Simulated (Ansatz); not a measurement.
Saddle point of SiN2H5F, closed shell (SiN₂H₅F ([NH2][SiH]([NH2])[F]) → SiN₂H₄ ([NH2][Si][NH2]) + HF; bonds formed: F2–H3; bonds broken: Si1–F2, Si1–H3), PBE0-D4/def2-TZVP structure:

```xyz
9
angstrom
Si 0.5259 0.0347 -0.3359
F -0.1765 -1.5300 -1.5571
H 0.8665 -0.8988 -1.6073
N -0.6197 1.2807 -0.3745
N 0.5420 -0.5265 1.2613
H -0.8327 1.7579 -1.2337
H -1.2912 1.4751 0.3506
H 1.1229 -1.3018 1.5299
H -0.1372 -0.2914 1.9666
```

Energies are electronic, without zero-point energy. Barriers and step energies count from the start structure reached by relaxing down the imaginary mode; all methods use the PBE0-D4 structures, on which another method's saddle can fall below an end. Computed with Ansatz 0.2.0 (basis: def2-TZVPP, with def2-QZVPP for the basis limit); correlated methods freeze the cores. B3LYP uses VWN-RPA correlation. Extrapolation: Hartree–Fock as exp(−7.88 √X), correlation as X^−2.97.

| method | barrier (eV) | step energy (eV) |
| --- | --- | --- |
| SPW92 | 3.111 | 2.493 |
| PBE-D4 | 3.158 | 2.350 |
| BLYP-D4 | ? | 2.352 |
| r2SCAN-D4 | 3.562 | 2.736 |
| B97M-V | 3.677 | 2.736 |
| PBE0-D4 | 3.566 | 2.564 |
| B3LYP-D4 | 3.568 | 2.540 |
| r2SCAN0-D4 | ? | 2.814 |
| BHLYP-D4 | ? | 2.788 |
| CAM-B3LYP-D4 | 3.713 | 2.680 |
| wB97X-V | 3.757 | 2.723 |
| wB97M-V | 3.669 | 2.609 |
| B2PLYP | 3.701 | 2.630 |
| PBE-QIDH | 3.870 | 2.760 |
| RPA on PBE | 3.713 | 2.563 |
| HF | 4.618 | 2.950 |
| MP2 | 3.840 | 2.744 |
| CCSD | 3.988 | 2.698 |
| CCSD(T) | 3.832 | 2.649 |

Problem. Fill in the withheld barriers. (To be estimated.)

Solution. Computed: r2SCAN0-D4 3.820; BHLYP-D4 4.018; BLYP-D4 3.239 eV. Each is the energy of the saddle less that of the start structure, by the same method.

For comparison, the barrier by CCSD(T) at an estimated basis limit (MP2 extrapolated from triple and quadruple zeta, plus CCSD(T) − MP2 in triple zeta) is 3.811 eV.

T1 diagnostic: at most 0.016.

Losses and insertions of silylenes and their heavier kin drive the gas-phase chemistry of silicon and germanium vapour deposition.

Labels in which every atom is bracketed show which atoms are joined, not bond orders.

For scale, one of the runs: CCSD(T)/def2-TZVPP, 205 basis functions, launched by `ansatz run in.yaml --threads 4 --pin off --events-out ev --progress --plain --max-ram 9574MiB`. Hardware: 4 CPU threads of an Arm Neoverse V2, shared host. Wall time 43 s; peak host memory 2.7 GiB.
